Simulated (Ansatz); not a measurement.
Computed with Ansatz on PBE0-D4/def2-TZVP structures; ΔE is electronic, products minus reactants. CCSD(T)/CBS adds triple-zeta CCSD(T) − MP2 to the extrapolated MP2 energy (def2 sets, frozen cores). DFT in def2-TZVPP. B3LYP here is the variant with VWN-RPA as its local correlation; programs differ in this. One conformer a species, not always the lowest.

Reaction (ligand exchange at the Si–C bond): `C=C([SiH3])OC` + `BC[SiH2]S` → `BC[SiH2]S[SiH3]` + `C=COC`

`C=C([SiH3])OC`:

Cartesian coordinates in Å:
```
C 0.333 1.373 0.061
C 0.182 0.077 -0.227
Si 1.010 -0.728 -1.708
O -0.562 -0.809 0.479
C -1.234 -0.321 1.618
H 0.954 1.985 -0.578
H -0.134 1.860 0.909
H 1.903 -1.828 -1.261
H 1.802 0.308 -2.417
H -0.014 -1.295 -2.624
H -1.769 -1.166 2.047
H -1.946 0.466 1.347
H -0.525 0.077 2.352
```

`BC[SiH2]S`:

Z-matrix (Å, degrees):
```
C
Si 1 1.889
B 1 1.535 2 108.0
H 1 1.095 2 103.9 3 -121.6
H 1 1.094 2 104.3 3 122.7
S 2 2.139 1 111.6 3 -173.6
H 2 1.483 1 111.5 3 -58.0
H 2 1.484 1 109.7 3 63.8
H 3 1.197 1 120.6 2 90.2
H 3 1.198 1 120.7 2 -86.1
H 6 1.344 2 94.8 1 -64.3
```

`BC[SiH2]S[SiH3]`:

Z-matrix (Å, degrees):
```
C
Si 1 1.876
B 1 1.552 2 100.7
H 1 1.094 2 105.9 3 119.1
H 1 1.091 2 109.4 3 -121.7
S 2 2.155 1 108.6 3 19.5
H 2 1.486 1 112.5 3 141.5
H 2 1.483 1 111.1 3 -94.5
H 3 1.197 1 121.0 2 -101.1
H 3 1.197 1 120.4 2 80.7
Si 6 2.141 2 97.8 1 73.0
H 11 1.485 6 109.7 2 -22.2
H 11 1.484 6 110.2 2 97.7
H 11 1.482 6 108.1 2 -142.4
```

`C=COC`:

Cartesian coordinates in Å:
```
C 1.376 -0.444 -0.043
C 0.330 -0.598 -0.850
O -0.917 -0.124 -0.690
C -1.155 0.629 0.475
H 1.338 0.110 0.885
H 2.317 -0.894 -0.322
H 0.401 -1.160 -1.776
H -2.201 0.929 0.443
H -0.971 0.031 1.374
H -0.518 1.520 0.504
```

| level | ΔE (kcal/mol) |
| --- | --- |
| r2SCAN-D4 | -17.3 |
| B3LYP-D4 | -16.0 |

(1) What does CCSD(T)/CBS give? (An estimate is asked.)

Largest T1 diagnostic among the species: 0.013.

## Answers

(1) Ansatz gave: -16.6 kcal/mol. The listed levels differ from it by -0.7, 0.6 kcal/mol.

From PBE to PBE0 (25 % exact exchange), in def2-TZVPP and without D4, ΔE moves by −0.7 kcal/mol. The D4 term adds −2.4 kcal/mol with B3LYP and −1.3 kcal/mol with PBE0; it sums over pairs of atoms, weighted by their polarisabilities, and B3LYP, whose exchange is more repulsive, gets the larger term.
